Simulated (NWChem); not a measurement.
System meant: MoOCl$_{2}$F$_{2}$; SMILES [O]=[Mo]([F])([F])([Cl])[Cl]

NWChem input:

```
start job
memory heap 200 mb stack 900 mb global 1100 mb
geometry units angstroms noautoz
  Mo     0.290666     0.090290     0.000000
  O      0.509399     1.710209     0.000000
  F      1.492207    -0.571954    -1.228153
  F      1.492207    -0.571954     1.228153
  Cl    -1.296297    -0.237588    -1.601285
  Cl    -1.296297    -0.237588     1.601285
end
basis spherical
  Mo library def2-svp
  O library def2-svp
  F library def2-svp
  Cl library def2-svp
end
ecp
  Mo library def2-ecp
end
dft
  xc xpbe96 cpbe96
  iterations 4
  mulliken
end
task dft energy
```

End of the output:

```
    Atom       Charge   Shell Charges
 -----------   ------   -------------------------------------------------------
    1 Mo  14    14.44   0.00  0.98  0.92  0.34  0.14  5.65  1.05  0.42  3.23  1.53  0.17
    2 O    8     7.97   1.98  0.99  0.65  2.62  1.70  0.03
    3 F    9     9.01   1.98  1.03  0.75  3.12  2.12  0.01
    4 F    9     9.01   1.98  1.03  0.75  3.12  2.12  0.01
    5 Cl  17    16.79   2.00  1.96  1.04  0.73  5.82  2.26  2.97  0.02
    6 Cl  17    16.79   2.00  1.96  1.04  0.73  5.82  2.26  2.97  0.02

 center of mass
 --------------
 x =   0.03969004 y =  -0.00317563 z =   0.00000000

 moments of inertia (a.u.)
 ------------------
        1072.630883815391           0.000000000000           0.000000000000
           0.000000000000        1611.877639417576           0.000000000000
           0.000000000000           0.000000000000         994.387659120567

     Multipole analysis of the density
     ---------------------------------

     L   x y z        total         alpha         beta         nuclear
     -   - - -        -----         -----         ----         -------
     0   0 0 0     -0.000000    -37.000000    -37.000000     74.000000

     1   1 0 0      0.158152      8.102973      8.102973    -16.047793
     1   0 1 0     -0.164025      2.241694      2.241694     -4.647413
     1   0 0 1     -0.000000     -0.000000     -0.000000      0.000000

     2   2 0 0    -46.815743   -202.659309   -202.659309    358.502876
     2   1 1 0      0.291136      0.582943      0.582943     -0.874751
     2   1 0 1     -0.000000     -0.000000     -0.000000      0.000000
     2   0 2 0    -46.315969    -78.843707    -78.843707    111.371446
     2   0 1 1     -0.000000     -0.000000     -0.000000      0.000000
     2   0 0 2    -46.914888   -227.597943   -227.597943    408.280998

 ------------------------------------------------------------------------
 dft energy failed                                                                                  0
 ------------------------------------------------------------------------
 ------------------------------------------------------------------------
  current input line :
    25: task dft energy
 ------------------------------------------------------------------------
 ------------------------------------------------------------------------
 This type of error is most commonly associated with calculations not reaching convergence criteria
 ------------------------------------------------------------------------
 For more information see the NWChem manual at https://nwchemgit.github.io

0:dft energy failed:Received an Error in Communication
```

Problem. What is wrong, and how is it mended?

Solution. Convergence was not reached. Cause: the SCF was allowed too few iterations. This input runs:
```
start job
memory heap 200 mb stack 900 mb global 1100 mb
geometry units angstroms noautoz
  Mo     0.290666     0.090290     0.000000
  O      0.509399     1.710209     0.000000
  F      1.492207    -0.571954    -1.228153
  F      1.492207    -0.571954     1.228153
  Cl    -1.296297    -0.237588    -1.601285
  Cl    -1.296297    -0.237588     1.601285
end
basis spherical
  Mo library def2-svp
  O library def2-svp
  F library def2-svp
  Cl library def2-svp
end
ecp
  Mo library def2-ecp
end
dft
  xc xpbe96 cpbe96
  iterations 150
  mulliken
end
task dft energy
```
It converges to -1262.63753 Ha (PBE/def2-SVP with def2 effective core potentials on Mo).
